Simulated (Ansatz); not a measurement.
`[OH][W]([F])([F])([F])([F])[Cl]`. The species carries charge 0 and has multiplicity 1. W takes the def2 core potential.

```xyz
8

O    -0.2268   -0.9106    1.2218
W     0.0098    0.2247   -0.2011
F    -1.5602   -0.3218   -1.0047
F     1.6150    0.8528    0.4613
F     0.3717    1.1702   -1.7439
F     0.9129   -1.1728   -1.0368
Cl   -1.0824    1.9576    0.7755
H    -0.0399   -1.8000    1.5279
```

Question: List the harmonic frequencies (cm⁻¹, unscaled) at PBE0-D4/def2-TZVP in Ansatz. (Estimate.)

Answer: Computed: 103, 104, 144, 169, 225, 239, 265, 306, 317, 371, 386, 473, 648, 668, 697, 721, 799, 3916.

Question: Is this a minimum?

Answer: Yes, all 18 modes are real.

Question: Give the ideal-gas thermochemistry at 298.15 K and 1 bar (rigid rotor, harmonic oscillator; point group Cs, symmetry number 1).

Answer: Zero-point energy 63.1 kJ/mol; H(298) − E = 90.1 kJ/mol; entropy 403.3 J/(mol·K), of which translation 180.5, rotation 120.7, vibration 102.0; G(298) − E = -30.2 kJ/mol.

Question: And at 400, 500, 600, 800 and 1000 K?

Answer: 
| T (K) | H − E (kJ/mol) | S (J/mol/K) | G − E (kJ/mol) |
| --- | --- | --- | --- |
| 400 | 104.7 | 445.5 | -73.5 |
| 500 | 120.2 | 479.9 | -119.8 |
| 600 | 136.2 | 509.1 | -169.3 |
| 800 | 169.2 | 556.6 | -276.0 |
| 1000 | 203.1 | 594.4 | -391.3 |
